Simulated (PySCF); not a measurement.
H₃Sb, SMILES [SbH3+], charge +1, multiplicity 2. The structure is a stationary point at PBE-D3(BJ)/def2-TZVPD. The def2 effective core potentials stand for the cores of Sb; spin–orbit coupling is left out.

**Question.** Give the equilibrium geometry at PBE-D3(BJ)/def2-TZVPD (PySCF confirms it by a frequency run) as bond lengths and angles, and its point group. (Estimate from the structure and the level; the computed values follow.)

**Answer.** point group C3v.
Atoms: Sb1 H2 H3 H4. Bonds (Å): Sb1–H2 1.694, Sb1–H3 1.694, Sb1–H4 1.694. Bond angles (°): H2–Sb1–H3 109.9, H2–Sb1–H4 109.9, H3–Sb1–H4 109.9.
Charge +1, spin multiplicity 2.
